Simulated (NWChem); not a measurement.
Everything below was run with NWChem. System: HClSi, charge 0, spin multiplicity 1, at a geometry optimised with PBE0/def2-SVP. The structure started from a generated list of species. Level: MP2/cc-pVTZ, 10 core orbitals frozen.

NWChem printed:

```
             Northwest Computational Chemistry Package (NWChem) 7.3.0
             --------------------------------------------------------

                                NWChem Input Module
                                -------------------

 Scaling coordinates for geometry "geometry" by  1.889725989
 (inverse scale =  0.529177249)

 Turning off AUTOSYM since
 SYMMETRY directive was detected!

                             Geometry "geometry" -> ""
                             -------------------------

 Output coordinates in angstroms (scale by  1.889725989 to convert to a.u.)

  No.       Tag          Charge          X              Y              Z
 ---- ---------------- ---------- -------------- -------------- --------------
    1 Si                  14.0000    -0.75069200    -0.81367800     0.00000000
    2 H                    1.0000     0.32763900    -1.91061200     0.00000000
    3 Cl                  17.0000     0.59894400     0.78247700     0.00000000

 Effective nuclear repulsion energy (a.u.)      68.3925090757

            Nuclear Dipole moment (a.u.)
            ----------------------------
        X                 Y               Z
 ---------------- ---------------- ----------------
    -0.0000018897     0.0000094486     0.0000000000

      Symmetry information
      --------------------

 Group name             Cs
 Group number              2
 Group order               2
 No. of unique centers     3

      Symmetry unique atoms

     1    2    3


 Summary of "ao basis" -> "" (spherical)
 ------------------------------------------------------------------------------
       Tag                 Description            Shells   Functions and Types
 ---------------- ------------------------------  ------  ---------------------
 *                          cc-pvtz                   on all atoms

 Summary of "ao basis" -> "ao basis" (spherical)
 ------------------------------------------------------------------------------
       Tag                 Description            Shells   Functions and Types
 ---------------- ------------------------------  ------  ---------------------
 Si                         cc-pvtz                 12       34   5s4p2d1f
 H                          cc-pvtz                  6       14   3s2p1d
 Cl                         cc-pvtz                 12       34   5s4p2d1f

                                 NWChem SCF Module
                                 -----------------

  ao basis        = "ao basis"
  functions       =    82
  atoms           =     3
  closed shells   =    16
  open shells     =     0
  charge          =   0.00
  wavefunction    = RHF
  use symmetry    = T
  symmetry adapt  = T

 Summary of "ao basis" -> "ao basis" (spherical)
 ------------------------------------------------------------------------------
       Tag                 Description            Shells   Functions and Types
 ---------------- ------------------------------  ------  ---------------------
 Si                         cc-pvtz                 12       34   5s4p2d1f
 H                          cc-pvtz                  6       14   3s2p1d
 Cl                         cc-pvtz                 12       34   5s4p2d1f

      Symmetry analysis of basis
      --------------------------

        a'         56
        a"         26

 Forming initial guess at       0.1s

      Superposition of Atomic Density Guess
      -------------------------------------

 Sum of atomic energies:        -748.82721779

      Non-variational initial energy
      ------------------------------

 Total energy =    -748.983877
 1-e energy   =   -1172.286396
 2-e energy   =     354.910010
 HOMO         =      -0.230794
 LUMO         =      -0.067759

      Symmetry analysis of molecular orbitals - initial
      -------------------------------------------------

  Numbering of irreducible representations:

     1 a'          2 a"

  Orbital symmetries:

     1 a'          2 a'          3 a'          4 a'          5 a'
     6 a"          7 a'          8 a'          9 a'         10 a"
    11 a'         12 a'         13 a'         14 a"         15 a'
    16 a'         17 a"         18 a'         19 a'         20 a'
    21 a'         22 a"         23 a'         24 a"         25 a'
[...]
   Bfn.  Coefficient  Atom+Function         Bfn.  Coefficient  Atom+Function
  ----- ------------  ---------------      ----- ------------  ---------------
    59      0.540793  3 Cl pz                65      0.332857  3 Cl pz
    62      0.236481  3 Cl pz

 Vector   15  Occ=2.000000D+00  E=-4.720293D-01  Symmetry=a'
              MO Center=  2.9D-01,  3.8D-01,  4.7D-17, r^2= 2.3D+00
   Bfn.  Coefficient  Atom+Function         Bfn.  Coefficient  Atom+Function
  ----- ------------  ---------------      ----- ------------  ---------------
    58      0.476699  3 Cl py                64      0.287752  3 Cl py
    61      0.211206  3 Cl py                57     -0.184724  3 Cl px
     3      0.155028  1 Si s

 Vector   16  Occ=2.000000D+00  E=-3.494476D-01  Symmetry=a'
              MO Center= -7.9D-01, -7.2D-01,  4.1D-16, r^2= 2.8D+00
   Bfn.  Coefficient  Atom+Function         Bfn.  Coefficient  Atom+Function
  ----- ------------  ---------------      ----- ------------  ---------------
     5      0.384145  1 Si s                  9     -0.365819  1 Si px
     3      0.312446  1 Si s                 57      0.240054  3 Cl px
    15     -0.236044  1 Si px                63      0.203098  3 Cl px
    36     -0.173622  2 H  s                 37     -0.171653  2 H  s

 Vector   17  Occ=0.000000D+00  E= 8.390405D-03  Symmetry=a"
              MO Center= -7.1D-01, -8.1D-01,  1.4D-15, r^2= 3.4D+00
   Bfn.  Coefficient  Atom+Function         Bfn.  Coefficient  Atom+Function
  ----- ------------  ---------------      ----- ------------  ---------------
    17      0.741146  1 Si pz                11      0.368473  1 Si pz
    65     -0.250922  3 Cl pz

 Vector   18  Occ=0.000000D+00  E= 1.111481D-01  Symmetry=a'
              MO Center= -8.2D-01, -7.8D-01, -2.8D-16, r^2= 5.0D+00
   Bfn.  Coefficient  Atom+Function         Bfn.  Coefficient  Atom+Function
  ----- ------------  ---------------      ----- ------------  ---------------
    16      1.374399  1 Si py                53     -0.960922  3 Cl s
    37      0.610179  2 H  s                 63      0.467086  3 Cl px
    64      0.395882  3 Cl py                15      0.340822  1 Si px
    10      0.259310  1 Si py                 5      0.257168  1 Si s

 Vector   19  Occ=0.000000D+00  E= 1.659322D-01  Symmetry=a'
              MO Center= -4.4D-01, -1.1D+00, -5.7D-16, r^2= 5.4D+00
   Bfn.  Coefficient  Atom+Function         Bfn.  Coefficient  Atom+Function
  ----- ------------  ---------------      ----- ------------  ---------------
    37      2.284158  2 H  s                  5     -1.664333  1 Si s
    15     -1.539442  1 Si px                16      0.720210  1 Si py
    53      0.524670  3 Cl s                 64     -0.441853  3 Cl py
     3     -0.361004  1 Si s                  9     -0.202431  1 Si px

 center of mass
 --------------
 x =   0.00805277 y =   0.07896942 z =   0.00000000

 moments of inertia (a.u.)
 ------------------
         155.342890015661        -117.256368244161           0.000000000000
        -117.256368244161         101.481130811471           0.000000000000
           0.000000000000           0.000000000000         256.824020827132

  Mulliken analysis of the total density
  --------------------------------------

    Atom       Charge   Shell Charges
 -----------   ------   -------------------------------------------------------
    1 Si  14    13.65   2.00  1.93  1.08  0.17  0.55  5.50  1.10  0.55  0.49  0.14  0.09  0.03
    2 H    1     1.07   0.24  0.56  0.27  0.00  0.01  0.00
    3 Cl  17    17.28   2.00  1.88  1.17  0.19  0.68  5.82  2.95  1.07  1.49  0.01  0.03  0.00

       Multipole analysis of the density wrt the origin
       ------------------------------------------------

     L   x y z        total         open         nuclear
     -   - - -        -----         ----         -------
     0   0 0 0     -0.000000      0.000000     32.000000

     1   1 0 0     -0.228399      0.000000     -0.000002
     1   0 1 0     -0.467773      0.000000      0.000009
     1   0 0 1      0.000000      0.000000      0.000000

     2   2 0 0    -21.938616      0.000000     50.335446
     2   1 1 0      0.420779      0.000000     56.753958
     2   1 0 1      0.000000      0.000000      0.000000
     2   0 2 0    -20.059118      0.000000     83.305927
     2   0 1 1     -0.000000      0.000000      0.000000
     2   0 0 2    -17.995920      0.000000      0.000000

                   NWChem MP2 Semi-direct Energy/Gradient Module
                   ---------------------------------------------

  Basis functions       =     82
  Molecular orbitals    =     82
  Frozen core           =     10
  Frozen virtuals       =      0
  Active alpha occupied =      6
  Active beta occupied  =      6
  Active alpha virtual  =     66
  Active beta virtual   =     66
  Use MO symmetry       = T
  Use skeleton AO sym   = T

  AO/Fock/Back tols     =   1.0D-09  1.0D-09  1.0D-09

 GA uses MA = F    GA memory limited = T

 Available:
  local mem=  1.26D+08
 global mem=  1.44D+08
 local disk=  0.00D+00
  mp2_memr nvloc                    66
  nvloc new                    66
   1 passes of   6:        4194304                      33509                   4593376.
   1 passes of   6: M    126152428           G      144165752           F     121958124.

 Semi-direct pass number   1 of   1  for RHF alpha+beta  at        2.3s
  vrange nnbf                  3403
  mp2_eaftype                    17  avail_ma_in_mb                  1099
 EAF : mp2_eaftype filesize          17    2296688.
  mp2_eaf for mointskh                     17
Node 0 wrote     10.8 Mb in      0.0 s     Agg I/O rate:   695.2 Mb/s
 Done moints_semi at        5.9s
  mp2_eaftype                    17  avail_ma_in_mb                  1082
 EAF : mp2_eaftype filesize          17    2296688.
  mp2_eaf for kh                    17
 Done maket at        6.0s
 Done multipass loop at        6.0s

          -------------------------------------------
          SCF energy                -749.041028195680
          Correlation energy          -0.288500554569
          Singlet pairs               -0.193419814428
          Triplet pairs               -0.095080740141
          Total MP2 energy          -749.329528750250
          -------------------------------------------

          ---------------------------------------------------
                    Spin Component Scaled (SCS) MP2
          Same spin pairs                     -0.063387160094
          Same spin scaling factor             0.333333333333
          Opposite spin pairs                 -0.225113394475
          Opposite spin scaling fact.          1.200000000000
          SCS-MP2 correlation energy          -0.291265126734
          Total SCS-MP2 energy              -749.332293322415
          ---------------------------------------------------

 -----------------------
 Performance information
 -----------------------

 Timer overhead =  9.51D-08 seconds/call

               Nr. of calls         CPU time (s)                 Wall time (s)                GFlops
             ---------------    -------------------     ------------------------------   -------------------
Name         Min   Avg   Max    Min     Avg     Max     Min     Avg     Max   Mx/calls   Min     Max     Sum
mp2: moin     1     1     1    3.6     3.6     3.6      3.6     3.6     3.6     3.6      0.0     0.0     0.0
mp2: make     1     1     1   3.60E-2 3.60E-2 3.60E-2  3.60E-2 3.60E-2 3.60E-2 3.60E-2   0.0     0.0     0.0
mp2: tota     1     1     1    3.7     3.7     3.7      3.7     3.7     3.7     3.7      0.0     0.0     0.0

 The average no. of pstat calls per process was 3.00D+00
 with a timing overhead of 2.85D-07s

 Task  times  cpu:        5.9s     wall:        5.9s

 Total times  cpu:        6.0s     wall:        6.0s
```

**Question.** Write an NWChem input that would produce this output.

**Answer.** One answer among several that fit: 
```
start mol
memory heap 200 mb stack 900 mb global 1100 mb
geometry units angstroms nocenter noautoz
  Si    -0.750692    -0.813678     0.000000
  H      0.327639    -1.910612     0.000000
  Cl     0.598944     0.782477     0.000000
  symmetry group Cs
end
basis spherical
  * library cc-pvtz
end
scf
  rhf
  nopen 0
  maxiter 100
  thresh 1e-7
  semidirect memsize 60000000 filesize 0
end
mp2
  freeze core 10
end
task mp2 energy
```
